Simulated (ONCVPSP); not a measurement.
# Potentials for fluorine compared

Generated with ld1.x 7.5 (TM, RRKJ, ultrasoft, PAW), atompaw 4.2 or ONCVPSP 4.0.1. The cutoff is in Ry: for ld1.x and atompaw files where the sum of valence levels is converged to 10 mRy in a Bessel basis, for ONCV files where the hardest occupied wave has 1 mHa per electron of residual kinetic energy. The error is the largest all-electron minus pseudo excitation energy over each file’s own four to seven test configurations (ionisations up to +4, promotions, holes and added fractions of an electron), all of which were solved. The labels leave out finer settings (local radius, basis sizes, second energies), which also bear on the numbers. Spin-polarised tests are not counted. The rows are a selection from randomly drawn settings: files with unsolved tests, undetermined cutoffs or missed reference levels are left out.

A true bound ghost makes a file unfit for plane-wave use even where its test errors are small: the radial tests pick states by their node count and pass the ghost by.

| potential | cutoff (Ry) | largest error (meV) | bound ghosts |
| --- | --- | --- | --- |
| ONCV, PBE, scalar-relativistic, rc 0.85/1.60/1.65 (spd), local smoothed, core correction no, reference 2s2 2p5, qcut 6/7.6/5.5, projectors 2/2/2 | 339 | +2147 | none |
| ONCV, PBE, scalar-relativistic, rc 0.80/1.60 (sp), local smoothed, core correction yes, reference 2s2 2p5, qcut 9.6/9.1, projectors 3/1 | 93 | +1350 | none |
| ONCV, LDA (Perdew-Wang 92), fully relativistic, rc 0.65/1.00 (sp), local s, core correction yes, reference 2s2 2p5, qcut 11.1/12.9, projectors 0/2 | 120 | +221 | none |
| ONCV, PBE, scalar-relativistic, rc 0.40/1.75 (sp), local smoothed, core correction yes, reference 2s2 2p5, qcut 14/9.5, projectors 2/2 | 1462 | +2196 | s |
| ONCV, PBE, scalar-relativistic, rc 0.60/1.45/1.20 (spd), local smoothed, core correction no, reference 2s2 2p5, qcut 11.1/7.7/6.7, projectors 1/2/2 | 111 | +1850 | none |
| ONCV, PBE, scalar-relativistic, rc 0.65/1.60/1.30 (spd), local smoothed, core correction no, reference 2s2 2p4.75, qcut 9.5/7.4/7.9, projectors 2/2/2 | 166 | +542 | none |

Problem. Fill in the row for F: ONCV, BLYP, scalar-relativistic, rc 0.70/1.30/1.25 (spd), local smoothed, core correction yes, reference 2s2 2p5, qcut 10/12.3/8.4, projectors 2/2/2.

Solution. cutoff 110 Ry, largest error +490 meV, bound ghosts: none.
